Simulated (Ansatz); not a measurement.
System: C₂F₆ (charge 0, singlet). SMILES: C(F)(C(F)(F)F)(F)F
Geometry from a B3LYP-D3(BJ)/def2-TZVP (Ansatz, a program for electronic structure) optimisation:
```xyz
8

F     -1.4128     0.5032    -0.9145
C     -0.7531    -0.1907     0.0136
F     -1.2685     0.0845     1.2122
F     -0.8949    -1.4935    -0.2333
C      0.7531     0.1907    -0.0136
F      0.8949     1.4935     0.2333
F      1.2685    -0.0845    -1.2122
F      1.4128    -0.5032     0.9145
```

Atomisation energy built up term by term with Ansatz (kcal/mol; UHF references for open shells; valence terms freeze the core; atomic spin-orbit terms are left out). CBS marks a two-point X^-3 extrapolation of the correlation energy; Hartree-Fock from the larger set.

```csv
term,basis,kcal/mol
Hartree-Fock,cc-pVQZ,?
CCSD correlation,"CBS(cc-pVTZ,cc-pVQZ)",?
(T),"CBS(cc-pVTZ,cc-pVQZ)",23.44
core correlation,cc-pwCVTZ,2.34
scalar relativity (X2C),cc-pVTZ-DK against cc-pVTZ,-1.33
sum: De,,?
```

Task: Some entries are withheld; supply them.

Result: 
- Hartree-Fock, kcal/mol: 518.02
- CCSD correlation, kcal/mol: 248.50
- sum: De, kcal/mol: 791.0
